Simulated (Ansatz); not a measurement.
Consider the ligand exchange at the Si–N bond: `C[SiH](Cl)N=C=O` + `[NH2][AlH2]` → `C[SiH](Cl)[NH][AlH2]` + `N=C=O`.

Calculated with Ansatz (gas phase, PBE0-D4/def2-TZVP geometries, no zero-point term in ΔE). CCSD(T)/CBS adds triple-zeta CCSD(T) − MP2 to the extrapolated MP2 energy (def2 sets, frozen cores). This one scheme is used for every species. Functionals use def2-TZVPP. B3LYP here is the variant with VWN-RPA as its local correlation; programs differ in this. One conformer a species, not always the lowest.

`C[SiH](Cl)N=C=O`:

Cartesian coordinates in Å:
```
C 0.994 -1.279 -0.053
Si -0.540 -0.317 0.302
Cl -0.671 0.065 2.317
N -0.495 1.165 -0.543
C -0.654 2.343 -0.683
O -0.789 3.482 -0.867
H 1.878 -0.722 0.267
H 1.076 -1.473 -1.125
H 0.976 -2.235 0.474
H -1.775 -1.029 -0.089
```

`[NH2][AlH2]`:

Z-matrix (Å, degrees):
```
N
Al 1 1.766
H 1 1.007 2 124.9
H 1 1.007 2 124.9 3 180.0
H 2 1.583 1 117.9 3 -180.0
H 2 1.583 1 117.9 3 0.0
```

`C[SiH](Cl)[NH][AlH2]`:

Cartesian coordinates in Å:
```
C 0.301 0.964 1.817
Si -0.465 -0.212 0.603
Cl -2.518 -0.101 0.885
N -0.048 0.137 -1.021
Al 0.397 -0.996 -2.329
H -0.002 0.718 2.837
H 1.391 0.919 1.755
H -0.015 1.991 1.611
H -0.088 -1.622 0.857
H -0.139 1.112 -1.282
H 0.674 -0.380 -3.760
H 0.511 -2.530 -1.972
```

`N=C=O`:

Cartesian coordinates in Å:
```
N -0.021 0.716 0.270
C 0.245 -0.426 -0.021
O 0.617 -1.507 -0.223
H -0.840 1.216 -0.027
```

(1) Is it downhill or uphill in electronic energy at CCSD(T)/CBS, and by how much? (Estimate.)

(2) What do these levels give: PBE-D4, PBE0-D4, B3LYP, HF/def2-TZVPP, MP2/def2-TZVPP, CCSD/def2-TZVPP, HF/def2-QZVPP, MP2/def2-QZVPP, SCS-MP2/def2-QZVPP, HF/CBS(def2), MP2/CBS(def2), CCSD/CBS(def2)? (Best estimate.)

Largest T1 diagnostic among the species: 0.018.

Answers

(1) Computed: Uphill: ΔE = +28.2 kJ/mol.

(2) Computed: PBE-D4 25.9, PBE0-D4 28.1, B3LYP 34.5, HF/def2-TZVPP 40.7, MP2/def2-TZVPP 30.0, CCSD/def2-TZVPP 29.5, HF/def2-QZVPP 40.6, MP2/def2-QZVPP 30.5, SCS-MP2/def2-QZVPP 31.6, HF/CBS(def2) 40.6, MP2/CBS(def2) 30.9, CCSD/CBS(def2) 30.4 kJ/mol.

The D4 term adds −4.0 kJ/mol with B3LYP and −2.2 kJ/mol with PBE0; it sums over pairs of atoms, weighted by their polarisabilities, and B3LYP, whose exchange is more repulsive, gets the larger term. In def2-TZVPP, CCSD(T) changes the Hartree–Fock value by −13.4 kJ/mol (the triples alone add −2.2 kJ/mol) and MP2 by −10.7 kJ/mol.
